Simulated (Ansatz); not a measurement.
A run for Ansatz (a quantum-chemistry and plane-wave program): U-wB97M-V/def2-TZVPP on OH (SMILES [OH]).

Ansatz 0.2 input:
```yaml
crystal:
  periodic: [false, false, false]
  atoms:
    - {symbol: O, position_ang: [0.00000000, -0.00000000, 0.48836012]}
    - {symbol: H, position_ang: [-0.00000000, 0.00000000, -0.48836012]}
basis:
  gaussian:
    orbitals: def2-TZVPP
hamiltonian:
  xc: {name: wB97M-V}
magnetization: {spin_polarized: true, initial_magnetization: 1}
```

Question: Predict the final total energy.

Answer: -75.7418 hartree.
